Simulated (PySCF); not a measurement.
Ligands exchanged one at a time, B CH3-OH. All species are isolated molecules in the gas phase. One relaxed conformer stands for each flexible species; it need not be the lowest. Strings in code marks are SMILES.

Calculation: PBE-D3(BJ)/def2-TZVP // PBE0-D3(BJ)/def2-TZVP (PySCF). All candidates: neutral, multiplicity 1. Excitations are Tamm–Dancoff values on a coarser integration grid. The basis has no diffuse functions, so Rydberg states are missing or too high.

```
Property                                      Result
-------------------------------------------  -------
brightest of the four lowest singlets (TDA)  7.30 eV
S1 excitation (TDA)                          6.12 eV
HOMO–LUMO gap                                5.95 eV
```

**Question.** Identify which member has these values.
A) `CB(O)O` (O–B–O–H torsion 0°, O–B–O–H torsion 180°)
B) `CB(C)O` (C–B–O–H torsion 178°)
C) `CB(C)C`

**Answer.** C, `CB(C)C`. The others give `CB(C)O` (C–B–O–H torsion 178°): 6.98 eV, 6.82 eV, 6.64 eV; `CB(O)O` (O–B–O–H torsion 0°, O–B–O–H torsion 180°): 7.69 eV, 7.39 eV, 7.33 eV
